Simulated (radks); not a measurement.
Spherical jellium clusters: N electrons in a uniform positive sphere of charge N and radius rs N^(1/3), rs = 3.41 bohr. Level of theory: non-relativistic Kohn-Sham, PBE, spin-polarised, spherical densities (a radial shooting solver with Libxc functionals). Levels are named by radial order and angular momentum (1s, 1p, 1d, 2s, ...), and open shells are averaged over m. Each electron was tried in the lowest free levels, single moves between levels near the top were tried too, and the lowest total energy was kept; such a search can miss a lower state. The series stops at N = 17: beyond it a trial failed or the search could not be trusted, so later rows were left out. Energies include the self-energy of the background; IP and EA are vertical (highest electron removed, lowest free level filled), at fixed background; spill-out counts the electrons outside the background radius R, and alpha is the static dipole polarisability from linear response (closed shells only). A dash means not computed or, for alpha, an open shell; in EA it means that no bound solution was reached, which is typical of self-interaction and does not show that the anion is unstable. Real open-shell clusters deform, which this model forbids.

N                         open shells  2S  E/N (eV)  E(N+1) + E(N-1) - 2E(N) (eV)  -e(HOMO) (eV)
1                    1s(up 1, down 0)   1    -1.236                             -          3.400
2                                none   0    -1.675                         1.307          3.618
3                    1p(up 1, down 0)   1    -1.385                        -0.798          2.292
4                    1p(up 2, down 0)   2    -1.440                        -0.561          2.932
5                    1p(up 3, down 0)   3    -1.585                         0.527          3.342
6                    1p(up 3, down 1)   2    -1.594                        -0.561          2.921
7                    1p(up 3, down 2)   1    -1.680                        -0.370          3.339
8                                none   0    -1.791                         1.569          3.622
9                    1d(up 1, down 0)   1    -1.703                        -0.352          2.159
10                   1d(up 2, down 0)   2    -1.668                        -0.296          2.500
11                   1d(up 3, down 0)   3    -1.666                        -0.252          2.770
12                   1d(up 4, down 0)   4    -1.686                        -0.216          2.991
13                   1d(up 5, down 0)   5    -1.719                         0.503          3.175
14  1d(up 5, down 0) 2s(up 1, down 0)   6    -1.711                        -0.189          2.770
15                   1d(up 5, down 2)   3    -1.717                        -0.265          2.923
16                   1d(up 5, down 3)   2    -1.739                        -0.187          3.118
17                   1d(up 5, down 4)   1    -1.769                             -          3.281

All shells are closed at N = 2, 8 (there: 1s2 1p6); the second difference of the energy has clear peaks (12 % above both neighbours; the first and last values, which can be the largest, are not judged, and half-filled shells can peak too) at N = 5, 8, 13.
